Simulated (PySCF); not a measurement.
A structure optimised at PBE0-D3(BJ)/def2-SVP, used in a PySCF frequency run:

```xyz
7

W      0.1843     0.2011     0.0000
N      0.3978     1.9229     0.0000
H      0.5248     2.9339     0.0000
F      2.0045    -0.1370     0.0000
Cl    -1.0299     0.2030    -1.9170
Cl    -1.0299     0.2030     1.9170
Cl     0.0015    -2.1730     0.0000
```

Problem. Write its SMILES, formula and point group.

Solution. [NH]=[W]([F])([Cl])([Cl])[Cl], Cl3FHNW, Cs

Problem. What are its rotational constants (standard atomic weights)?

Solution. 1.2673, 1.2011, 1.0125 GHz
